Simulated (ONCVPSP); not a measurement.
Ranking ONCV potentials for Ni (Z = 28)

All share these settings but for the change named:

* Element: nickel
* Generator: ONCVPSP 4.0.1
* Type: optimised norm-conserving Vanderbilt (ONCV)
* Functional: PBE
* Relativity: fully relativistic
* Frozen core: [Ne]
* Valence charge: 18
* Reference configuration: 3s2 3p6 3d8 4s1 (charge +1)
* Partial waves: 3s+4s: rc 1.20 bohr, ncon 3, nbas 8, qcut 11.6 1/bohr, 2 projectors; 3p: rc 1.20 bohr, ncon 4, nbas 7, qcut 13.4 1/bohr, 2 projectors, debl 3.6 Ha; 3d: rc 1.10 bohr, ncon 3, nbas 8, qcut 15.1 1/bohr, 1 projector
* Local potential: polynomial inside 0.80 bohr (lpopt 3, dvloc0 3 Ha)
* Core correction: none

Open shells are filled in proportion to 2j + 1.

Test errors are all-electron minus pseudo excitation energies from the reference, over 3s2 3p6 3d8 4s2; 3s2 3p6 3d8 4s0; 3s2 3p6 3d7 4s0; 3s2 3p6 3d8.5 4s1.5. None of these files shows a bound ghost.

The base gives 4.5 meV.

Of 11 variants that were run, those that failed, showed a ghost or another fault, or gave nearly equal values are left out.

A variant can come out equal or close to the base, since the largest error may sit in a test that the change hardly touches while other tests move.

Problem. Rank these variants by their largest absolute test error, smallest first.
A. all radii scaled by about 1.34 (s 1.60, p 1.60, d 1.48 bohr); local potential polynomial inside 1.08 bohr (lpopt 3, dvloc0 3 Ha)
B. core correction Teter function, parameters optimised by the program
C. s: qcut 7.3; p: qcut 8.4; d: qcut 9.5
D. d: rc 1.3
E. scalar-relativistic

Solution. D (4.2 meV), E (9.1 meV), A (15.7 meV), C (33.5 meV), B (372.8 meV).
